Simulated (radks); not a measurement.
The numbers below are computed, except where a source is named.
All-electron atom: the samarium ion Sm+ in [Xe] 4f6 6s1. Level of theory: scalar-relativistic Kohn-Sham, LDA (Slater exchange, Perdew-Wang correlation), spin-polarised, spherical densities, finite nucleus; open shells are filled with parallel spins first (spin-orbit coupling, left out, can overturn this in heavy ions); Fermi nuclear charge, rms radius 5.0819 fm (a radial shooting solver on a logarithmic mesh with Libxc functionals).

Radial electron density D(r) = 4 pi r^2 rho(r):

```
   r/bohr * D(r) (the largest magnitude, 109, reaches the edge; | marks zero)
 0.001743 |   *
 0.002029 |     *
 0.002362 |      *
  0.00275 |        *
 0.003201 |          *
 0.003756 |             *
 0.004373 |                *
 0.005091 |                   *
 0.005927 |                       *
   0.0069 |                          *
 0.008032 |                              *
 0.009426 |                                  *
  0.01097 |                                     *
  0.01277 |                                       *
  0.01487 |                                        *
  0.01731 |                                        *
  0.02016 |                                       *
  0.02346 |                                     *
  0.02754 |                                    *
  0.03206 |                                    *
  0.03732 |                                      *
  0.04344 |                                          *
  0.05058 |                                               *
  0.05888 |                                                    *
   0.0691 |                                                      *
  0.08044 |                                                    *
  0.09364 |                                                *
    0.109 |                                           *
   0.1269 |                                        *
   0.1477 |                                          *
   0.1734 |                                              *
   0.2018 |                                               *
    0.235 |                                           *
   0.2735 |                                 *
   0.3185 |                        *
   0.3707 |                   *
   0.4351 |                   *
   0.5065 |                      *
   0.5896 |                     *
   0.6864 |                 *
   0.7991 |            *
   0.9303 |        *
    1.083 |      *
    1.271 |    *
     1.48 |   *
    1.722 |  *
    2.005 | *
    2.334 |*
    2.718 |*
    3.189 *
    3.713 *
    4.322 *
    5.032 *
    5.858 *
    6.819 *
    8.002 *
    9.316 *
    10.85 *
```

D(r) has 4 maxima, at r = 0.0157, 0.0702, 0.195, 0.540 bohr, and minima at 0.0303, 0.129, 0.392 bohr, inside which lie 1.95, 11.14, 29.29 electrons.
